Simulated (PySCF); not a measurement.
PySCF 2.14 output of an unrestricted TPSSh calculation on a single atom or ion in x2c-TZVPPall with one added diffuse shell each of s, p, d, f type (12s8p8d4f1g, 113 functions), with scalar relativity by spin-free X2C-1e:

```
SCF conv_tol = 1e-09
number electrons alpha = 41  beta = 39
    V. N. Staroverov, G. E. Scuseria, J. Tao, and J. P. Perdew.,  J. Chem. Phys. 119, 12129 (2003)
cycle= 1 E= -19624.6788751941  delta_E= -0.0224  |g|= 0.222  |ddm|= 0.542
cycle= 2 E= -19624.6783669252  delta_E= 0.000508  |g|= 0.204  |ddm|= 0.204
cycle= 3 E= -19624.6816551795  delta_E= -0.00329  |g|= 0.023  |ddm|= 0.13
cycle= 4 E= -19624.6817585979  delta_E= -0.000103  |g|= 0.000926  |ddm|= 0.0308
cycle= 5 E= -19624.6817587856  delta_E= -1.88e-07  |g|= 0.000147  |ddm|= 0.00145
cycle= 6 E= -19624.6817587888  delta_E= -3.18e-09  |g|= 2.85e-05  |ddm|= 0.000374
cycle= 7 E= -19624.6817587885  delta_E= 2.29e-10  |g|= 3.79e-06  |ddm|= 9.73e-05
converged SCF energy = -19624.6817587885  <S^2> = 2.0018759  2S+1 = 3.0012504
```

The run itself started from symmetry-adapted Hartree-Fock orbitals and held the occupation by maximum overlap, on a logarithmic radial grid, so the iterations belong to that start.

Question: Which element, charge and spin multiplicity is this?

Answer: Hg (mercury, neutral), multiplicity 3; the state was [Xe] 4f14 5d9 6s2 6p1, one real determinant (an excited configuration).

⟨L²⟩ = 7.99 against 12 for a pure F term, so this real determinant mixes terms. Spin-orbit coupling, absent here, splits the open shell strongly.
